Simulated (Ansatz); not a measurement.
Compare A (`C=C1N[SiH2]1`) with its isomer B (`CC1=N[SiH2]1`).

Calculated with Ansatz (gas phase, PBE0-D4/def2-TZVP geometries, no zero-point term in ΔE). CCSD(T)/CBS adds triple-zeta CCSD(T) − MP2 to the extrapolated MP2 energy (def2 sets, frozen cores). Functionals use def2-TZVPP. B3LYP here is the variant with VWN-RPA as its local correlation; programs differ in this.

A:

Z-matrix (Å, degrees):
```
Si
C 1 1.810
N 1 1.717 2 46.7
H 1 1.481 2 119.9 3 -104.9
H 1 1.479 2 125.1 3 96.0
C 2 1.326 1 159.4 3 168.0
H 3 1.008 1 145.8 2 -126.2
H 6 1.081 2 120.3 1 15.5
H 6 1.086 2 121.7 1 -165.1
```

B:

```xyz
9

C     0.3809    0.8842   -1.1648
C    -0.0030    0.1900    0.0813
N    -0.2596    0.6310    1.2506
Si   -0.4120   -1.1520    1.1861
H     1.3479    0.5132   -1.5129
H    -0.3465    0.6663   -1.9504
H     0.4364    1.9628   -1.0010
H     0.6242   -1.9611    1.8606
H    -1.7683   -1.7343    1.2503
```

Task: Which is lower in electronic energy at CCSD(T)/CBS, and by how much? (Best estimate.)

Result: Ansatz gave: B, by 8.7 kcal/mol.

Task: Give E(B) − E(A) in kcal/mol with B3LYP, LDA (SPW92), PBE0-D4, CCSD(T)/def2-SVP, r2SCAN-D4, BLYP-D4, B3LYP-D4. (An estimate is asked.)

Result: The calculation gave: B3LYP -7.2, LDA (SPW92) -3.7, PBE0-D4 -7.0, CCSD(T)/def2-SVP -11.9, r2SCAN-D4 -7.4, BLYP-D4 -7.1, B3LYP-D4 -6.9. None reverses the order clearly.

Task: Does the order hold for the free energy at 298.15 K (harmonic terms from PBE0-D4)? (Estimate.)

Result: The calculation gave: Yes: G(B) − G(A) = -8.8 kcal/mol.

Largest T1 diagnostic: 0.015.

At CCSD(T), def2-SVP lies −3.1 kcal/mol from the extrapolated value and def2-TZVPP −1.0 kcal/mol. Leaving LDA and LC-ωPBE aside and taking each functional with its dispersion term where it has one, the values, not all of them listed here, spread over 1.8 kcal/mol, from B97M-V to CAM-B3LYP-D4. LDA lies +3.4 kcal/mol from PBE without D4.
